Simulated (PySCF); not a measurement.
Compound: C₆H₁₁F₂S (charge +1).
Structure used (GFN2-xTB), in Å, numbered top down from 1:
```xyz
20
C6H11F2S angstrom
F      3.168    0.333   -1.257
C      2.728    0.651   -0.026
F      2.223    1.902   -0.104
C      1.632   -0.326    0.395
S      0.372   -0.460   -0.940
C     -0.848   -1.548   -0.115
C     -1.776   -0.636    0.670
C     -2.008    0.579   -0.219
C     -0.636    1.053   -0.676
H      3.583    0.666    0.667
H      2.070   -1.317    0.510
H      1.171    0.003    1.325
H     -0.329   -2.291    0.485
H     -1.378   -2.055   -0.922
H     -1.322   -0.339    1.617
H     -2.709   -1.150    0.894
H     -2.519    1.377    0.317
H     -2.621    0.300   -1.076
H     -0.663    1.597   -1.617
H     -0.141    1.671    0.070
```

NICS = −σ at a ghost point: NICS(0) at the centroid of the ring atoms, NICS(1) 1 Å to either side along the normal of their mean plane, zz for the tensor component along that normal. Level: GIAO PBE0/pcSseg-1 (PySCF, non-relativistic, gas phase) on the GFN2-xTB geometry, one conformer.

Ring bond lengths (Å), with Mayer bond orders in brackets: S5–C6 1.831 (0.94), C6–C7 1.520 (1.00), C7–C8 1.523 (1.01), C8–C9 1.522 (1.01), C9–S5 1.836 (0.91).

Question: What do the NICS probes read (ppm)?

Answer: 
```tsv
ring	type	NICS(0)	NICS(1), two faces	NICS(1)zz, two faces	rms pucker (Å)	centre to ring atoms, mean (Å)
S5–C6–C7–C8–C9	5-membered ring with S; formal bonds all single	-7.9	-5.1 / -4.7	-7.0 / -4.6	0.20	1.37
```

Question: What do they say, and how far can they be read as aromaticity?

Answer: 
- S5–C6–C7–C8–C9: mean NICS(1)zz -5.8 ppm, shielded. C6, C7, C8, C9 have four or more neighbours, and the NICS criterion for π rings isn't applied.
